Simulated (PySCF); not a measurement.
This PySCF input asks for the NMR shieldings of `C=C[SiH2]CBn1cccc1`, C7H12BNSi; the geometry comes from GFN2-xTB.

```python
import basis_set_exchange as bse
import numpy as np
from pyscf import gto, dft
from pyscf.prop import nmr

atoms = """
C    -4.044277   -0.107793    0.664190
C    -2.720882   -0.119887    0.697828
Si   -1.608265    1.255528    0.055526
C    -0.465344    0.565550   -1.322791
B     0.321216   -0.674275   -0.801373
N     1.515795   -0.532399   -0.040492
C     2.161561    0.633796    0.309450
C     3.254125    0.344493    1.061672
C     3.304557   -1.070121    1.193841
C     2.240204   -1.567104    0.513973
H    -4.590659    0.726999    0.255126
H    -4.646885   -0.922549    1.037419
H    -2.228362   -0.988590    1.121571
H    -2.422632    2.337559   -0.516693
H    -0.801538    1.782419    1.167587
H     0.178501    1.387267   -1.632392
H    -1.096928    0.317416   -2.174971
H    -0.070971   -1.766874   -0.976155
H     1.786423    1.586233   -0.007712
H     3.950529    1.046097    1.478209
H     4.045691   -1.631029    1.729183
H     1.927732   -2.583352    0.373798
"""
names = dict.fromkeys(["C", "Si", "B", "N", "H"], "pcSseg-1")
basis = {el: gto.basis.parse(bse.get_basis(n, elements=[el], fmt="nwchem")) for el, n in names.items()}
mol = gto.M(atom=atoms, basis=basis, charge=0, verbose=0)
mf = dft.RKS(mol, xc="PBE0")
mf.grids.level = 2
mf.grids.alignment = dft.numint.BLKSIZE   # the property module wants whole blocks of grid points
mf.conv_tol = 1e-9
mf.kernel()

calc = nmr.RKS(mf)   # GIAO
C = mf.mo_coeff
Co = C[:, mf.mo_occ > 0]
resp = mf.gen_response(singlet=True, hermi=2)
def vind(x):   # induced exchange potential for any number of trial vectors
    d = np.einsum("pi,xij,qj->xpq", C, 2 * x.reshape(-1, C.shape[1], Co.shape[1]), Co, optimize=True)
    return np.einsum("xpq,pi,qj->xij", resp(d - d.transpose(0, 2, 1)), C, Co, optimize=True).ravel()
mo1, _ = nmr.rhf.solve_mo1(calc, with_cphf=vind)
sigma = calc.kernel(mo1)
for i, s in enumerate(sigma):   # ppm
    print("%2d %-2s %9.2f" % (i, mol.atom_pure_symbol(i), np.trace(s) / 3))
```

Question: What does it print?

Answer: 
```
 0 C      44.34
 1 C      44.90
 2 Si    386.89
 3 C     175.36
 4 B      50.19
 5 N      41.52
 6 C      59.78
 7 C      65.09
 8 C      66.16
 9 C      52.95
10 H      25.45
11 H      25.35
12 H      25.40
13 H      27.07
14 H      27.06
15 H      30.53
16 H      30.36
17 H      25.65
18 H      24.49
19 H      24.97
20 H      25.05
21 H      24.73
```

These numbers come from an equivalent density-fitted implementation of the same equations, which agrees with the script to about 0.01 ppm for H and up to a few tenths of a ppm for heavy atoms, so last digits may differ.

Size and cost of the density-fitted run: 237 basis functions, 54 s wall time on 1 thread of an Arm Neoverse V2, shared host; peak memory 1.1 GiB.
